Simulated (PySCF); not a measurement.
# Solvent effects on NMR parameters

Atoms are numbered as in `[BH3-:1][N+:2]#[C:3][CH2:4][O:5][CH:6]=[O:7]`; H(Xn) means a hydrogen on atom n.

GIAO PBE0/pcSseg-1 in PySCF 2.14.0 with density-fitted response routines on one PBE0-D3(BJ)/def2-SVP conformer, non-relativistic, equivalent nuclei averaged. Solvents enter as an IEF-PCM continuum (acetone with ε = 20.5, dimethylsulfoxide with ε = 46.8) around the gas-phase geometry. Shifts are referred to BF3·OEt2, TMS computed in the same medium.

In acetone, δ in ppm: B1 -36.5, C6 167.8, C3 119.0, C4 47.5, H(C6) 8.09, H(C4) 5.37, H(B1) 1.79. Dipole moment 8.57 D.

(1) How does each δ change in the more polar medium?

(2) Which nuclei move most (in ppm), and what does the model miss?

## Answers

(1) 
| atoms | environment | Δδ, dimethylsulfoxide |
| --- | --- | --- |
| B1 | boron bonded to N, 3 H | 0.0 |
| C6 | ester carbonyl carbon | +0.2 |
| C3 | nitrilium-type carbon | +0.3 |
| C4 | sp3 CH2 bonded to O, α to a nitrile | +0.1 |
| H(C6) | hydrogen on an ester carbonyl carbon | +0.01 |
| H(C4) | hydrogen on an sp3 CH2 bonded to O, α to a nitrile | +0.02 |
| H(B1) | hydrogen on a boron bonded to N | -0.02 |

Changes are relative to acetone. The dipole moment becomes 8.64 D in dimethylsulfoxide.

(2) C3 (nitrilium-type carbon, +0.3 ppm) in dimethylsulfoxide. A continuum only polarises the solute; specific hydrogen bonds, the anisotropy of aromatic solvents and changes of geometry or conformer are outside it.
